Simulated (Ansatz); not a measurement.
Spectroscopic constants of SN, multiplicity 2 (the spin of the measured ground state). The T1 diagnostic near the minimum is 0.063, so single-reference values are doubtful.

D_e counts from the fitted minimum to each atom's lowest state at the same level, without counterpoise.

Programs: Ansatz (a first-principles code) with Gaussian orbitals. Each number belongs to the level named beside it.

What bond energy D_e does B97M-V/def2-TZVPP give?

474 kJ/mol

Give the bond energy D_e at the level PBE0/def2-TZVPP.

469 kJ/mol

Estimate the bond energy D_e that PBE/def2-TZVPP returns for this input.

537 kJ/mol
